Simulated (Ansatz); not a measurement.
Kohn–Sham single points on `O[Si]1(Cl)NCS1`.

```yaml
crystal:
  periodic: [false, false, false]
  atoms:
    - {symbol: O, position_ang: [-0.516744, -2.198691, 0.178418]}
    - {symbol: Si, position_ang: [0.341393, -0.820196, 0.104085]}
    - {symbol: Cl, position_ang: [2.222220, -1.416354, -0.500189]}
    - {symbol: N, position_ang: [-0.360767, 0.463228, -0.741357]}
    - {symbol: C, position_ang: [-0.346616, 1.496963, 0.278126]}
    - {symbol: S, position_ang: [0.283771, 0.536871, 1.723981]}
    - {symbol: H, position_ang: [-0.025607, -3.017877, 0.091374]}
    - {symbol: H, position_ang: [-0.516050, 0.698289, -1.705642]}
    - {symbol: H, position_ang: [-1.339972, 1.888295, 0.510778]}
    - {symbol: H, position_ang: [0.341469, 2.318173, 0.063225]}
basis:
  gaussian: {orbitals: def2-TZVPP}
hamiltonian: {xc: pbe, dispersion: d4}
output: {forces: true, orbitals: {seedname: orbitals}}
```

```sh
$ ansatz run in.yaml --threads 4 --pin off --events-out ev --progress --plain --max-ram 10444MiB
```

Shortened log:

```
Functional definition: PBE
1588 factors; their error is unknown
mean field evaluation 1: about -35845.9526 eV, gradient 9.5e1 eV
mean field evaluation 2: about -35757.7656 eV, gradient 2.1e2 eV
mean field evaluation 4: about -35862.3129 eV, gradient 1.5e1 eV
mean field evaluation 8: about -35862.8263 eV, gradient 1.2e-1 eV
mean field evaluation 16: about -35862.7879 eV, gradient 1.1e-3 eV
mean field -35862.78789553 eV, -1317.9331464901 hartree, gradient 3.5e-5 eV, S^2 0.000000; 0 other end points of the search recorded, 0 dependent functions left out
reference -35862.78793654 eV, -1317.9331479970 hartree; 36, 36 occupied and 239, 239 virtual orbitals, 1588 factors
Total energy: -35863.11783315 eV, -1317.9452714738 hartree
Atom 0 at    -0.516744    -2.198691     0.178418 Å, force    -0.576438    -0.112290     0.070009 eV/Å
Atom 1 at     0.341393    -0.820196     0.104085 Å, force     0.244341     0.063079     0.056262 eV/Å
Atom 2 at     2.222220    -1.416354    -0.500189 Å, force     0.319185    -0.095964    -0.102256 eV/Å
Atom 3 at    -0.360767     0.463228    -0.741357 Å, force    -0.156259    -0.010261    -0.125592 eV/Å
Atom 4 at    -0.346616     1.496963     0.278126 Å, force    -0.020623     0.108670    -0.009527 eV/Å
Atom 5 at     0.283771     0.536871     1.723981 Å, force     0.082786     0.052692     0.485435 eV/Å
Atom 6 at    -0.025607    -3.017877     0.091374 Å, force     0.232751    -0.382340    -0.042456 eV/Å
Atom 7 at    -0.516050     0.698289    -1.705642 Å, force    -0.056134     0.083352    -0.361316 eV/Å
Atom 8 at    -1.339972     1.888295     0.510778 Å, force    -0.218682     0.099321     0.064978 eV/Å
Atom 9 at     0.341469     2.318173     0.063225 Å, force     0.149072     0.193741    -0.035537 eV/Å
Dipole moment:    -0.130205     0.097202    -0.350528 e Å
```

Run time 3.6 s (4 threads of an Arm Neoverse V2 on a shared host); peak host memory 0.44 GiB.

Changing it to `hamiltonian: {xc: {name: BLYP}, dispersion: d4}` and no forces (abridged; 3.2 s):

```
Functional definition: BLYP
mean field evaluation 16: about -35880.1804 eV, gradient 7.7e-4 eV
mean field -35880.18035595 eV, -1318.5723076213 hartree, gradient 7.5e-5 eV, S^2 0.000000
Total energy: -35880.90264923 eV, -1318.5988514099 hartree
```

Changing it to `hamiltonian: {xc: {name: LC-wPBE}}` and no forces (abridged; 3.8 s):

```
Functional definition: LC-wPBE
mean field evaluation 16: about -35870.1273 eV, gradient 1.2e-4 eV
mean field -35870.12726474 eV, -1318.2028633335 hartree, gradient 4.3e-5 eV, S^2 0.000000
Total energy: -35870.12726474 eV, -1318.2028633338 hartree
```

Changing it to `hamiltonian: {xc: {name: wB97X-V}}` and no forces (abridged; 12 s):

```
Functional definition: wB97X-V
mean field evaluation 16: about -35875.7658 eV, gradient 1.3e-4 eV
mean field -35875.76581089 eV, -1318.4100760828 hartree, gradient 4.6e-5 eV, S^2 0.000000
Total energy: -35875.76580894 eV, -1318.4100760110 hartree
```

Changing it to `hamiltonian: {xc: {name: r2SCANh}, dispersion: d4}` and no forces (abridged; 8.5 s):

```
Functional definition: r2SCANh
mean field evaluation 16: about -35876.9404 eV, gradient 9.5e-4 eV
mean field -35876.94044452 eV, -1318.4532430723 hartree, gradient 2.9e-5 eV, S^2 0.000000
Total energy: -35877.02462397 eV, -1318.4563366103 hartree
```

The same input with `hamiltonian: {xc: {name: BHLYP}, dispersion: d4}` and no forces (abridged; 5.5 s):

```
Functional definition: BHLYP
mean field evaluation 16: about -35879.3009 eV, gradient 1.0e-4 eV
mean field -35879.30087891 eV, -1318.5399874363 hartree, gradient 4.4e-5 eV, S^2 0.000000
Total energy: -35879.73072763 eV, -1318.5557840855 hartree
```
